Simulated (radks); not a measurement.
Polarisability of neutral boron, [He] 2s2 2p1, at imaginary frequency. Calculated with a radial shooting solver on a logarithmic mesh with Libxc functionals: scalar-relativistic Kohn-Sham, exchange-only LDA, spin-polarised, spherical densities, finite nucleus; open shells are filled with parallel spins first; Fermi nuclear charge, rms radius 2.406 fm. Response by self-consistent Sternheimer equations with the Hartree and adiabatic exchange-only LDA kernel, the relativistic mass of each level held fixed and spin-orbit coupling left out.

w (hartree),alpha1(iw) (bohr^3)
0.00266,27.67
0.0143,27.54
0.0360,26.85
0.0697,24.94
0.118,21.51
0.186,16.96
0.280,12.14
0.413,7.892
0.605,4.704
0.892,2.585
1.35,1.303
2.12,0.5906
3.59,0.2314
6.94,0.07260
17.5,0.01401

Static values: alpha1 = 27.68 bohr^3 (4.101 angstrom^3; uncoupled 39.99). C6 = 140.5, triple-dipole C9 = 2779 atomic units. One-pole (London) frequency 4 C6 / (3 alpha1^2) = 0.244 hartree, against 0.120 for minus the highest occupied eigenvalue. Recommended static value: 20.5 bohr^3 (Schwerdtfeger and Nagle, 2023 table).
